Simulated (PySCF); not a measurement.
## A survey of 19F NMR shifts

All values are calculated (PySCF 2.14.0 with density-fitted response routines): GIAO PBE0/pcSseg-1 shieldings, geometry from GFN2-xTB. Gas phase, one computed conformer, one averaged value for each set of equivalent atoms, no relativistic terms.

Shieldings were converted by a linear fit to measured shifts: 19F: δ = 146.13 − 0.903σ +14.6 on sp3 carbon (rms 6.0 ppm, 223 shifts, 7.0 ppm with the 5 outliers that the fit left out vs CFCl3, solution or neat liquid). Occasional misses reach two or three times the rms, and more in compound classes unlike the fitted ones.

Task: Give the 19F shifts of `Fc1nc(F)c(F)c(F)c1F`.

Result: 
```tsv
compound	environment	δ (ppm)
[F:1][c:2]1[n:3][c:4]([F:5])[c:6]([F:7])[c:8]([F:9])[c:10]1[F:11]	F1/5: aryl fluorine (×2)	-88.1
[F:1][c:2]1[n:3][c:4]([F:5])[c:6]([F:7])[c:8]([F:9])[c:10]1[F:11]	F9: aryl fluorine	-137.3
[F:1][c:2]1[n:3][c:4]([F:5])[c:6]([F:7])[c:8]([F:9])[c:10]1[F:11]	F7/11: aryl fluorine (×2)	-165.9
```

Task: Match the shifts -93.4, -112.5, -142.6 ppm to `CCO[C@H](C)OCF`, `C#C/C=C(/F)OC=C`, `CC/C=C(/F)C(=O)Cl`.

Result: -93.4: C#C/C=C(/F)OC=C (vinylic fluorine); -112.5: CC/C=C(/F)C(=O)Cl (vinylic fluorine); -142.6: CCO[C@H](C)OCF (fluorine on an sp3 carbon).
